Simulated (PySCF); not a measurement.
H4SiTe.
Numbering: `[SiH3:1][TeH:2]` (hydrogens: H3, H4, H5 on Si1; H6 on Te2)

Computed, not measured: PySCF 2.14.0, PBE0-D3(BJ)/def2-SVP geometry optimisation, gas phase, def2 core potentials past Kr.

Problem. What internal coordinates does the optimisation give?

Solution. 
| bond | length (bohr) |
| --- | --- |
| Si1–Te2 | 4.733 |
| Si1–H3, Si1–H4, Si1–H5 | 2.820 |
| Te2–H6 | 3.148 |

Bonds in one row agree within 0.02 bohr and their mean is given. A selection of angles:
| angle | degrees |
| --- | --- |
| Te2–Si1–H3 | 111.4 |
| Te2–Si1–H5 | 104.9 |
| H3–Si1–H4 | 109.3 |
| Si1–Te2–H6 | 91.6 |

Te2 (tellurium bonded to Si and H) is bent (angle 91.6°). Si1 (SiH3 silicon) is distorted tetrahedral (angles from 104.9° to 111.6°).

Point group: Cs (every atom within 0.08 Å of its image). Not checked by PBE0-D3(BJ)/def2-SVP frequencies.


Species: [CdCl4]2- (charge -2 and singlet state).
Bonds: Cd1–Cl2, Cd1–Cl3, Cd1–Cl4, Cd1–Cl5.

Computed with PySCF 2.14.0, PBE0-D3(BJ)/def2-SVP geometry optimisation, gas phase, def2 core potentials past Kr.

Task: Give the optimised bond lengths and angles.

Result: 
```csv
bond,length (Å)
"Cd1–Cl2, Cd1–Cl5",2.518
"Cd1–Cl3, Cd1–Cl4",2.523
```

Bonds in one row agree within 0.01 Å and their mean is given. A selection of angles:
```csv
angle,degrees
Cl2–Cd1–Cl3,110.5
Cl2–Cd1–Cl4,111.0
Cl2–Cd1–Cl5,108.4
```

Cd1 (cadmium bonded to 4 Cl) is tetrahedral (angles from 108.2° to 111.0°).

Whether it is a minimum is left open (no frequencies). Whether so highly charged an anion holds all its electrons in the gas phase wasn't checked; a finite basis holds them in any case. No counter-ion or solvent screens the charge of this multiply charged ion. The geometry's basis has no diffuse functions, a weakness for an anion.


Species: aluminum trifluoride, AlF3.
Bonds: F1–Al2, Al2–F3, Al2–F4.

Computed, not measured: PBE0-D3(BJ)/def2-TZVP geometry optimisation, gas phase (PySCF).

What internal coordinates does the optimisation give?

```csv
bond,length (Å),order
"F1–Al2, Al2–F3, Al2–F4",1.629,single
```

Bonds in one row agree within 0.01 Å and their mean is given. Orders are formal, as drawn. A selection of angles:
```csv
angle,degrees
F1–Al2–F3,119.9
```

Al2 (aluminium bonded to 3 F) is planar (angles 120.2°, 119.9° and 119.9°, sum 360.0°, 0.00 Å off the plane of its three neighbours). The 4 heavy atoms lie in one plane (0.000 Å rms). All 3 Al–F bonds measure 1.628 to 1.629 Å.

Point group: D3h (tolerance 0.08 Å). Not checked by PBE0-D3(BJ)/def2-TZVP frequencies.

On one thread of an AMD EPYC 9R45, shared host, this took 19 s and 0.49 GiB of memory at its peak. This is the geometry optimisation.
